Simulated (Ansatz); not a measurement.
CH2ClNSSi can be A, `S[Si]1(Cl)C=N1`, or B, `N=C1S[SiH]1Cl`.

Gas-phase electronic energies from Ansatz, PBE0-D4/def2-TZVP geometries. CCSD(T)/CBS is the MP2 limit (def2-TZVPP, def2-QZVPP) plus CCSD(T) − MP2 in def2-TZVPP, frozen cores. Functionals use def2-TZVPP. B3LYP here is the variant with VWN-RPA as its local correlation; programs differ in this. Each species was taken in one conformer, which may not be the lowest.

A:

Z-matrix (Å, degrees):
```
Si
Cl 1 2.031
C 1 1.754 2 123.1
S 1 2.101 2 111.4 3 -162.7
N 1 1.759 2 117.6 3 50.1
H 3 1.092 1 163.4 2 -83.5
H 4 1.344 1 93.6 2 -24.1
```

B:

Z-matrix (Å, degrees):
```
Si
Cl 1 2.033
C 1 1.823 2 121.1
S 1 2.096 2 120.3 3 -64.7
H 1 1.474 2 108.8 3 151.5
N 3 1.250 1 160.9 2 71.0
H 6 1.020 3 111.0 1 1.8
```

Which isomer does CCSD(T)/CBS put lower? Give the gap. (Best estimate.)

The calculation gave: A, by 1.5 kcal/mol.

Give E(B) − E(A) in kcal/mol with CCSD/def2-TZVPP, CCSD(T)/def2-TZVPP, B3LYP-D4, B2PLYP, CCSD(T)/def2-SVP, B3LYP, LDA (SPW92). (Best estimate.)

The calculation gave: CCSD/def2-TZVPP 2.8, CCSD(T)/def2-TZVPP 1.6, B3LYP-D4 -1.4, B2PLYP -0.3, CCSD(T)/def2-SVP -0.2, B3LYP -1.5, LDA (SPW92) -5.6. The order is the other way round with B3LYP-D4, B2PLYP, CCSD(T)/def2-SVP, B3LYP, LDA (SPW92).

Does the order hold for the free energy at 298.15 K (harmonic terms from PBE0-D4)? (Best estimate.)

Ansatz gave: Yes: G(B) − G(A) = +2.7 kcal/mol, for one conformer each.

Largest T1 diagnostic: 0.015.

From BLYP to BHLYP (50 % exact exchange), in def2-TZVPP and without D4, E(B) − E(A) moves by +5.1 kcal/mol. Leaving LDA and LC-ωPBE aside and taking each functional with its dispersion term where it has one, the values, not all of them listed here, spread over 6.5 kcal/mol, from PBE-D4 to ωB97M-V. LDA lies −1.1 kcal/mol from PBE without D4.
